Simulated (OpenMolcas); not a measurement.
**2s² 2p⁴ along the 8-electron sequence**

```
Program             : OpenMolcas 26.06
Method              : SS-CASPT2, IPEA 0.25 Eh, imaginary shift 0.1 Eh
Basis               : ANO-RCC-VQZP
Scalar Hamiltonian  : DKH2, point nucleus
Spin-orbit coupling : state interaction with AMFI integrals over the reference wave functions, term energies averaged over their components
```

Active space for each ion: 6 electrons in 4 orbitals (2s 2p); closed shells correlated by CASPT2: 1s.

Computed levels in cm-1 above ³P₂:

```tsv
Level	O	F+	Ne2+
³P₁	150	320	604
³P₀	224	474	889
¹D₂	15510	20790	25880
¹S₀	32820	44290	55270
weight of ³P in the lowest level (%)	100	100	100
```

Measured, with the error of the calculation in %. Measured levels: O, F+ from NIST Handbook of Basic Atomic Spectroscopic Data; Ne2+ from Moore, Atomic Energy Levels, vol. I, NSRDS-NBS 35 (1971 reprint of NBS Circular 467, 1949).

| Level | O | F+ | Ne2+ |
| --- | --- | --- | --- |
| ³P₁ | 158 (-4.9) | 341 (-6.2) | 650 (-7.1) |
| ³P₀ | 227 (-1.3) | 490 (-3.2) | 927 (-4.1) |
| ¹D₂ | 15868 (-2.2) | 20873 (-0.4) | 25841 (+0.1) |
| ¹S₀ | 33793 (-2.9) | 44918 (-1.4) | 55747 (-0.9) |

The fine-structure level ³P₀ changes by a factor of 3.97 from O to Ne2+. Its fourth root runs 3.87, 4.67, 5.46, with steps per unit of Z of 0.80, 0.79; equal steps would mean a (Z - σ)^4 law with constant σ.

¹D₂ changes by a factor of 1.67 over the same range, with steps per unit of Z of +5280, +5090 cm-1.

Term energies are means over components that CASPT2 splits; among the terms shown or strongly mixed into the levels shown the widest spread is 120 cm-1 (2s² 2p⁴ ¹D, O). Measured partners are found by configuration, term and J. A level has none where our copy of the source lacks it or the pairing is in doubt (some pairs that miss far off the trend of their configuration count as doubtful), and it then counts in no deviation. Levels of configurations outside the active space are missing.
